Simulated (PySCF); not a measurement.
**Worked example: chemical shift, span and skew from a shielding tensor**

Al(F)2(SeH) (AlF2HSe), SMILES [F][Al]([SeH])[F]. Atoms are numbered in the order given.

```xyz
5

Al    -0.0020    -0.9816     0.0000
F     -1.4128    -1.8442     0.0000
F      1.4357    -1.8015     0.0000
Se    -0.0472     1.3013     0.0000
H      1.4255     1.3275     0.0000
```

The structure is a stationary point at r2SCAN-D4/def2-SVP. One conformer was computed; it need not be the lowest.

GIAO shieldings from PBE0/pcSseg-1 (PySCF), non-relativistic, no solvent. The symmetric part of the tensor of F2 has the principal values 259.4, 292.1, 438.6 ppm. The same nucleus in CFCl3 has σ = 167.2 ppm at this level (PySCF, at its B3LYP-D3(BJ)/def2-TZVP geometry).

Task: Work out the isotropic shielding, the ¹⁹F shift against CFCl3, the span and the skew.

Result: 
σ(iso) = (σ11 + σ22 + σ33)/3 = 330.0 ppm. δ = σ(ref) − σ(iso) = 167.2 − (330.0) = -162.8 ppm.
Span Ω = σ33 − σ11 = 179.2 ppm. Skew κ = 3(σ(iso) − σ22)/Ω = 0.64. Tumbling in solution averages the tensor to δ; in a static solid the shielding alone would spread this spin-1/2 line over Ω.
